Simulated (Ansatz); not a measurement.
Basis-set series for `CC1=[N+](C)[BH2-]N1C`. The species carries charge 0 and has multiplicity 1. Geometry: relaxed with PBE0-D4/def2-TZVP.

```tsv
functional	basis	functions	energy (Eh)	HOMO (eV)	LUMO (eV)
PBE0-D4	def2-SVP	153	-292.86260	-6.15	0.41
PBE0-D4	def2-TZVPP	371	-293.17825	-6.26	0.30
ωB97M-V	def2-SVP	153	-293.04600	-8.38	2.50
ωB97M-V	def2-TZVPP	371	-293.37854	-8.49	2.15
```

Give the rows for def2-QZVPP. (Estimate.)

Ansatz gave: 
| functional | basis | functions | energy (Eh) | HOMO (eV) | LUMO (eV) |
| --- | --- | --- | --- | --- | --- |
| PBE0-D4 | def2-QZVPP | 729 | -293.19468 | -6.28 | 0.24 |
| ωB97M-V | def2-QZVPP | 729 | -293.39431 | -8.51 | 1.43 |

Positive LUMOs are unbound and depend on the basis.
